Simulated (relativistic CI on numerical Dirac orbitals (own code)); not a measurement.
Ag18+: sensitivity of the levels to the model

Base calculation: Dirac-Coulomb-Breit CI, orbitals from a KLI potential per configuration, QED by a radiative potential, unscaled Slater integrals.

Configuration list (outside the closed core [Ar]): 3d10 4s, 3d10 4p, 3d10 4d, 3d10 4f, 3d10 5s, 3d10 5p, 3d10 5d, 3d10 5f, 3d10 5g, 3d10 6s, 3d10 6p, 3d9 4s2, 3d10 6d, 3d10 6f, 3d10 7s, 3d9 4s 4p, 3d10 8s, 3d9 4s 4d, 3d9 4s 4f, 3d9 4s 5s, 3d9 4s 5p, 3d9 4s 5d, 3d9 4s 5f. Double excitations out of closed p, d and f shells are left out; levels of such configurations are missing from the list, as are those of other unlisted configurations, and high levels can miss mixing partners.

The lowest level and the first level of each name with at least 55 % of one term (blank where a level has no safe partner in the second run):

```tsv
Level	Base (cm⁻¹)	Shift (cm⁻¹)
3d10 4s 2S_1/2	0	0
3d10 4p 2P°_1/2	312761	-998
3d10 4p 2P°_3/2	377335	-5
3d10 4d 2D_3/2	891098	+850
3d10 4d 2D_5/2	902862	+1300
3d10 4f 2F°_5/2	1433652	+1646
3d10 4f 2F°_7/2	1434435	+1843
3d10 5s 2S_1/2	1733067	+1013
3d10 5p 2P°_1/2	1875162	+551
3d10 5p 2P°_3/2	1903271	+982
3d10 5d 2D_3/2	2134053	+1326
3d10 5d 2D_5/2	2139442	+1552
3d10 5f 2F°_5/2	2370274	+1692
3d10 5f 2F°_7/2	2370892	+1802
3d10 5g 2G_7/2	2440378	+1768
3d10 5g 2G_9/2	2440646	+1776
3d10 6s 2S_1/2	2541687	+1387
3d10 6p 2P°_1/2	2617695	+1141
3d10 6p 2P°_3/2	2632598	+1364
3d9 4s2 2D_5/2	2756119	+66
3d10 6d 2D_3/2	2756523	+1531
3d10 6d 2D_5/2	2759508	+1648
```

At this charge energies of transitions that change n are usually good to better than 1 %, and those within a shell (Δn = 0) to a few per cent.

(1) One thing was changed in a second run, which moved the levels as shown. Which?
A. Breit term removed
B. QED terms removed
C. configuration mixing switched off
D. one mean potential for all configurations

## Answers

(1) A. Breit term removed. The Breit term mainly narrows fine-structure intervals, so removing it widens them.

LS names give the leading component of a level, which can be under half, so a name can repeat, a term be missing and a line seem to break the LS rules.
